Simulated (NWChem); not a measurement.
Species: CH$_{2}$NO cation; SMILES N=C=[OH+]

```xyz
5

N     -0.0302     1.1896     0.0000
C     -0.0170     0.0422     0.0000
O     -0.1198    -1.1882     0.0000
H     -0.0388     2.2064     0.0000
H      0.7020    -1.7252     0.0000
```
Atoms are numbered in this order, from 1.

Level: PBE0/def2-SVP (NWChem), optimised geometry, unscaled harmonic frequencies. 

```csv
frequency (cm⁻¹),IR intensity (km/mol)
476,159.7
492,27.0
556,20.0
624,152.4
1033,261.5
1285,44.4
2563,273.7
3660,1007.7
3707,424.5
```

```json
{
 "zero_point_energy": "20.6 kcal/mol",
 "thermal correction to the enthalpy at 298.15 K (with zero-point energy)": "23.5 kcal/mol",
 "heat capacity Cv": "11.1 cal/(mol K)",
 "entropy at 298.15 K and 1 atm (symmetry number 1)": "58.7 cal/(mol K)"
}
```

Rigid rotor and harmonic oscillator.
